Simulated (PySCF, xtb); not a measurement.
C4H8OSi, SMILES C1(=C/C)/[SiH2]CO1.

GFN2-xTB in xtb at its own geometry gives an orbital gap of 3.73 eV and a dipole moment of 2.59 D.

Geometry: ωB97X-D3(BJ)/def2-SVP. The structure was generated by enumeration; whether it is a known compound was not checked.

Q: What does PBE/def2-TZVP (PySCF) give? (Estimate from the structure and the level; the computed values follow.)

A: gap 4.07 eV (levels -5.07 and -1.00 eV), dipole 1.27 D.
